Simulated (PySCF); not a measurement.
## Computed structure and properties of [Bi(NH2)]2+

System: [Bi(NH2)]2+ (singlet); start: template (C2v). Method: PySCF 2.14.0, RKS PBE0, Bi def2-SVP with ECP60, N def2-SVP, H def2-SVP; non-relativistic Hamiltonian with scalar-relativistic core potentials where named; density fitting; no spin-orbit coupling.

Input of the relaxation:

```python
mol = gto.M(atom='''
Bi     0.00000     0.00000    -0.15650
N      0.00000     0.00000     1.96750
H      0.83000    -0.00000     2.55750
H     -0.83000     0.00000     2.55750''',
    basis={'Bi': 'def2-SVP', 'N': 'def2-SVP', 'H': 'def2-SVP'},
    ecp={'Bi': 'def2-SVP'},
    charge=2, spin=0)
mf = dft.RKS(mol, xc='PBE0')
mf.grids.atom_grid = (50, 194)
mf = mf.density_fit()  # fitting sets: Bi def2-universal-JKFIT, N def2-universal-JKFIT, H def2-universal-JKFIT
mf.conv_tol = 1e-08; mf.max_cycle = 55
mf.kernel(dm0)  # dm0: converged density of the start geometry
# quasi-Newton relaxation in Cartesian coordinates to a largest gradient under 0.00045 Eh/bohr, steps kept in the point group
```

Run from Python with OMP_NUM_THREADS=2; the lines above give its settings. Where DIIS fails, smearing, a level shift and second-order steps follow.
It took 3 s on 2 threads of Arm Neoverse V2, on a shared host, from the converged density of the start.

Course of the relaxation:

| step | energy above end (eV) | largest force component within the symmetry (eV/Å) |
| --- | --- | --- |
| 0 | 0.1382 | 2.711 |
| 1 | 0.0025 | 0.314 |
| 2 | 0.0002 | 0.127 |
| 3 | 0.0000 | 0.018 |
| 4 | 0.0000 | 0.002 |

Relaxed geometry (C2v):

```xyz
4

Bi    0.0000    0.0000   -0.0803
N     0.0000    0.0000    1.9390
H     0.8517    0.0000    2.5337
H    -0.8517    0.0000    2.5337
```

| contact | Å |
| --- | --- |
| Bi1–N2 (NH2) | 2.019 |

On the finer grid (75, 302):

```
HOMO                                                          : -20.76 eV
LUMO                                                          : -16.84 eV
Dipole about the centre of mass                               : 3.12 D
Set of Mulliken populations of Bi1 outside the core potential : s 3.96, p 7.17, d 10.08
D3(BJ) dispersion energy (not in the energies)                : -0.052 eV
```

```json
{"atom": "Bi1", "Mulliken (e)": "1.79", "Löwdin (e)": "1.73", "spin (e)": "0.00"}
{"atom": "N2", "Mulliken (e)": "-0.38", "Löwdin (e)": "-0.07", "spin (e)": "0.00"}
{"atom": "H3", "Mulliken (e)": "0.30", "Löwdin (e)": "0.17", "spin (e)": "0.00"}
{"atom": "H4", "Mulliken (e)": "0.30", "Löwdin (e)": "0.17", "spin (e)": "0.00"}
```

On the grid (50, 194), as all that follows. Harmonic modes: a minimum; lowest 661 cm⁻¹ (negative: unstable), highest 3438 cm⁻¹, zero-point energy 0.637 eV.

Taking off one NH2 (charge -1, singlet; the rest: singlet) in vacuum, both parts rigid, costs 29.59 eV; the small basis without counterpoise inflates it. Most of it is the attraction of opposite charges; other ways to part are cheaper, and one spin state was tried for the rest.

Rigid scan of NH2 along the line from its metal:

```
distance to N2 (Å)  energy (eV)
              1.72        1.846
              1.82        0.694
              1.92        0.148
              2.02        0.000
              2.12        0.110
              2.22        0.380
              2.42        1.154
```

One start shape was tried, so this needn't be the lowest isomer.
